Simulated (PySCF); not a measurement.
Numbering as in the mapped SMILES `[SiH3:1][O:2][C:3]1=[CH:4][C@@:5]2([SiH3:6])[CH:7]=[CH:8][C@@H:9]12`. Hydrogens are named by the atom that carries them.

[PySCF 2.14: NMR shieldings at PBE0/pcSseg-1/GIAO; GFN2-xTB geometry; no relativistic terms; one averaged value for each set of equivalent atoms; a single conformation; no solvent]

Problem. List the cross peaks expected in HSQC, COSY and HMBC spectra.

Solution. 

HSQC (one-bond C–H):
```
          δH          δC
7.09 (H(C7))  160.5 (C7)
6.89 (H(C8))  148.2 (C8)
5.46 (H(C4))  120.0 (C4)
3.94 (H(C9))   56.7 (C9)
```

COSY cross peaks (H two or three bonds apart, from the bond graph; peaks can be absent where the dihedral angle is near 90°):
```
          δH            δH
7.09 (H(C7))  6.89 (H(C8))
6.89 (H(C8))  3.94 (H(C9))
```

HMBC (two and three bonds, from the bond graph):
```
           δH                                                         δC
 7.09 (H(C7))               148.2 (C8), 120.0 (C4), 56.7 (C9), 39.1 (C5)
 6.89 (H(C8))               166.1 (C3), 160.5 (C7), 56.7 (C9), 39.1 (C5)
 5.46 (H(C4))               166.1 (C3), 160.5 (C7), 56.7 (C9), 39.1 (C5)
5.06 (H(Si1))                                                 166.1 (C3)
4.12 (H(Si6))               160.5 (C7), 120.0 (C4), 56.7 (C9), 39.1 (C5)
 3.94 (H(C9))  166.1 (C3), 160.5 (C7), 148.2 (C8), 120.0 (C4), 39.1 (C5)
```

δ = σ(ref) − σ, references computed at the same level: TMS for 1H (31.72 ppm) and 13C (186.93 ppm).

Shifts are as computed. Against solution values, carbons near 30 ppm lie about +3 ppm off and those near 130 ppm about +5 ppm. Of 1309 compounds with measured shifts, 239 miss one by over three times the rms of a fit or turn the order of signals round; such compounds aren't used in these exercises.
